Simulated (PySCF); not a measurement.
**Spin states of KCd⁺**

Unrestricted PBE0; basis K def2-SVP, Cd def2-SVP with ECP28; scalar-relativistic core potentials; PySCF 2.14. Outer shells of the fragments: K+ closed shells only; Cd 4d10 5s2.

Followed along the bond (rough minima from three points):

| 2Ms+1 | unpaired | ⟨S²⟩ at the start | R at minimum (Å) | Te (eV) |
| --- | --- | --- | --- | --- |
| 1 | none | 0.00 | 3.70 | 0.00 |
| 3 | σ ↑↑ | 2.00 | none in the scan | ≤ 3.39 |

Solutions found at the starting distance of 3.445 Å, counted from the lowest of them; the search is not exhaustive and high or unbound solutions are not listed, so other states can lie among these:

| 2Ms+1 | unpaired | term | E (eV) | ⟨S²⟩ | ⟨Lz²⟩ | μ (D) |
| --- | --- | --- | --- | --- | --- | --- |
| 1 | none | ¹Σ⁺ | 0.00 | 0.00 | 0.00 | -9.67 |
| 3 | σ ↑↑ | ³Σ⁺ | 3.64 | 2.00 | 0.00 | -8.45 |
| 3 | σ ↑, π ↑ | ³Π | 4.15 | 2.00 | 1.00 | -9.56 |
| 1 | σ ↑, π ↓ | mixed | 4.76 | 1.00 | 1.00 | -9.10 |
| 3 | σ ↑, δ ↑ | ³Δ | 9.63 | 2.00 | 4.00 | 4.10 |

A term symbol is given only where ⟨S²⟩ and ⟨Lz²⟩ are close to those of a pure state; real π, δ and φ orbitals otherwise mix terms. A positive dipole points towards Cd; it is taken about the centre of mass and depends on that origin.

Counting both spins, an empty level lies below a filled one in some of these solutions, because spin and occupation are held.
